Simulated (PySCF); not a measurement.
# Calculated properties of `NC(=O)C(C)(C)C`

Compound: C₅H₁₁NO.
Geometry (GFN2-xTB, Å), atoms numbered from 1 in this order:
```xyz
18
C5H11NO angstrom
C     -0.0587    0.2783    1.5043
C     -0.2633    0.0237    0.0068
C     -1.6872   -0.4790   -0.2335
C     -0.0365    1.3128   -0.7911
C      0.7150   -1.0583   -0.4712
N      2.0262   -0.7546   -0.3197
O      0.3663   -2.1126   -0.9513
H      0.9212    0.7013    1.7148
H     -0.8113    0.9780    1.8621
H     -0.1599   -0.6493    2.0631
H     -2.4124    0.2625    0.0929
H     -1.8555   -1.4033    0.3124
H     -1.8396   -0.6837   -1.2897
H      0.9449    1.7423   -0.5999
H     -0.1258    1.1185   -1.8578
H     -0.7869    2.0505   -0.5138
H      2.7102   -1.4307   -0.6155
H      2.3445    0.1100    0.0756
```

Among its groups: amide.

GFN2-xTB geometry:

```yaml
Point_group_of_the_GFN2-xTB_geometry: Cs
Rotational_constants_A_B_C_of_the_GFN2-xTB_geometry: 3.306, 2.374, 1.985 GHz
```

**PBE0/pcSseg-1 ground state and GIAO shieldings, non-relativistic (PySCF)**

```yaml
Dipole_moment: 3.64 D
HOMO_energy: -7.14 eV
LUMO_energy: 0.93 eV
HOMO–LUMO_gap: 8.07 eV
Lowest_Hirshfeld_atomic_charge: -0.29 e on O7
Highest_Hirshfeld_atomic_charge: +0.18 e on C5
13C_chemical_shifts_computed_TMS_as_zero_by_class: 179.2 (C5), 39.5 (C2), 30.0 (C1/C3/C4) ppm
1H_chemical_shifts_computed_TMS_as_zero_by_class: 4.90 (H18), 4.55 (H17), 1.14 (H8/H9/H10/H11/H12/H13/H14/H15/H16) ppm
Isotropic_shieldings_of_nuclei_other_than_C_and_H_by_class: 158 (N6), -84 (O7) ppm
Mayer_bond_orders_between_heavy_atoms: C1–C2 1.00, C2–C3 1.04, C2–C4 1.00, C2–C5 0.87, C5–N6 1.19, C5–O7 1.96
```

Monoisotopic mass (most abundant isotopes): 101.0841 u.

With B = h/(8π²I), that is 505.379 GHz u Å² over I, the principal moments of inertia are 152.9, 212.9 and 254.6 u Å² (most abundant isotopes). In atomic units the dipole is 1.43 e·bohr (1 au = 2.5417 D). The rotational constants make it an asymmetric top with κ = (2B − A − C)/(A − C) = -0.41, nearer the prolate limit (−1).

Geometry: GFN2-xTB, one conformer, isolated molecule. NMR classes are plain means over equivalent atoms (diastereotopic ones count apart unless rotation or inversion swaps them), as if these changed places fast; in this geometry the members of some classes differ.
